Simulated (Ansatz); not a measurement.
Compare A (`[F][GeH2]/[N]=C/[SiH3]`) with its isomer B (`F[SiH]1C[N]1[GeH3]`).

Program: Ansatz. Geometries: PBE0-D4/def2-TZVP. ΔE: electronic, gas phase. CCSD(T)/CBS is the MP2 limit (def2-TZVPP, def2-QZVPP) plus CCSD(T) − MP2 in def2-TZVPP, frozen cores. DFT in def2-TZVPP. B3LYP here is the variant with VWN-RPA as its local correlation; programs differ in this. For Ge outer-core shells are correlated without core-valence functions, which leaves a few kJ/mol of doubt a bond. Scalar relativity is left out up to krypton. One conformer a species, not always the lowest.

Question: Which isomer does CCSD(T)/CBS put lower? Give the gap. (Best estimate.)

Answer: Ansatz gave: B, by 89.9 kJ/mol.

Question: Give E(B) − E(A) in kJ/mol with r2SCAN-D4, B3LYP-D4, CCSD/def2-TZVPP, ωB97M-V, PBE-D4, B3LYP, MP2/def2-TZVPP. (Estimate.)

Answer: Computed: r2SCAN-D4 -92.9, B3LYP-D4 -77.0, CCSD/def2-TZVPP -86.1, ωB97M-V -91.8, PBE-D4 -83.6, B3LYP -74.1, MP2/def2-TZVPP -99.8. None reverses the order clearly.

Largest T1 diagnostic: 0.013.

From PBE to PBE0 (25 % exact exchange), in def2-TZVPP and without D4, E(B) − E(A) moves by −13.1 kJ/mol. In def2-TZVPP, CCSD(T) changes the Hartree–Fock value by −16.4 kJ/mol (the triples alone add +2.2 kJ/mol) and MP2 by −32.2 kJ/mol.
